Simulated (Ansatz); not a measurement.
CH7GaSi, SMILES `[CH3][GaH][SiH3]`, 10 atoms. The species carries charge 0 and has multiplicity 1. Correlated methods include outer-core shells of Ga, which these sets cover unevenly. Scalar relativity is left out up to krypton. All runs use 2 threads of a server CPU on a shared host. Correlated methods freeze the cores.

**Question.** How many basis functions does each run have, and how long does it take in Ansatz? RKS PBE0-D4/def2-TZVP relaxation (5 steps); RKS PBE0-D4/def2-SVP energy; RKS ωB97M-V/def2-QZVPP energy; RKS PBE0-D4/def2-TZVP frequencies; RKS revPBE-D4/def2-TZVPP energy; RKS BLYP-D4/def2-TZVPP energy; RKS r2SCANh-D4/def2-TZVPP energy; direct RPA on PBE orbitals/def2-TZVPP energy; RKS ωB97M-V/def2-SVP energy; RHF-CCSD(T)/def2-SVP energy; RKS CAM-B3LYP-D4/def2-TZVPP energy; RHF-CCSD(T)/def2-TZVPP energy. (Best estimate.)

**Answer.** The calculation gave: Other jobs shared the machine, so times are rough.

```
                                level                   job  functions  wall time  peak host memory (GiB)
                 RKS PBE0-D4/def2-SVP                energy         99      1.6 s                    0.19
             RKS revPBE-D4/def2-TZVPP                energy        219      3.1 s                    0.25
               RKS BLYP-D4/def2-TZVPP                energy        219      3.4 s                    0.25
                 RHF-CCSD(T)/def2-SVP                energy         99      4.5 s                    0.36
          RKS CAM-B3LYP-D4/def2-TZVPP                energy        219      4.9 s                    0.57
direct RPA on PBE orbitals/def2-TZVPP                energy        219      6.5 s                    0.41
            RKS r2SCANh-D4/def2-TZVPP                energy        219      7.5 s                    0.52
                 RKS ωB97M-V/def2-SVP                energy         99        8 s                     0.3
                RKS PBE0-D4/def2-TZVP  relaxation (5 steps)        158       23 s                    0.38
               RKS ωB97M-V/def2-QZVPP                energy        426       29 s                     1.6
               RHF-CCSD(T)/def2-TZVPP                energy        219      2 min                     3.1
                RKS PBE0-D4/def2-TZVP           frequencies        158    2.5 min                    0.38
```
